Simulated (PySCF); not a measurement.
PySCF input for C3HBrClF, SMILES FC=C=C(Cl)Br, PBE/pcSseg-1. Coordinates come from a ωB97X-D3(BJ)/def2-SVP optimisation. This is a generated structure with no PubChem entry under its InChIKey; it may be hypothetical.

```python
import numpy as np
from pyscf import gto, scf, dft
from pyscf.prop.nmr import rks as nmr

mol = gto.M(
    atom='''
    F    -3.28884729    0.94555373   -0.52586827
    C    -2.56438711   -0.10681453   -0.14523693
    C    -1.25956554   -0.15699194   -0.25261817
    C     0.04027003   -0.25232848   -0.32561577
    Cl    0.86278552   -0.89214572   -1.70096579
    Br    1.16591858    0.30499074    1.07787528
    H    -3.17278258   -0.92137275    0.26442350
    ''',
    basis='pcSseg-1',
    charge=0,
    spin=0,
    max_memory=1600,
    verbose=3,
)
mf = dft.RKS(mol, xc='pbe')
mf.grids.level = 3
mf.conv_tol = 1e-10
mf.max_cycle = 100
mf.kernel()
n = nmr.NMR(mf)
n.verbose = 2
n.max_cycle_cphf = 60
sigma = n.kernel()
print('atom   isotropic/ppm   span/ppm')
for i, s in enumerate(sigma):
    w = np.linalg.eigvalsh((s + s.T) / 2)
    print(f'{mol.atom_symbol(i):2s}{i + 1:3d} {w.mean():14.3f} {w[2] - w[0]:11.3f}')
```

Program output:

```
converged SCF energy = -3247.92947594373
atom   isotropic/ppm   span/ppm
F   1        272.665     203.563
C   2         43.840      98.588
C   3        -22.618      46.112
C   4         57.682      91.301
Cl  5        506.431     555.557
Br  6       1555.096    1769.563
H   7         23.853       5.534
```

The calculation finished and met its thresholds.

Cost: very roughly 18 core-seconds.
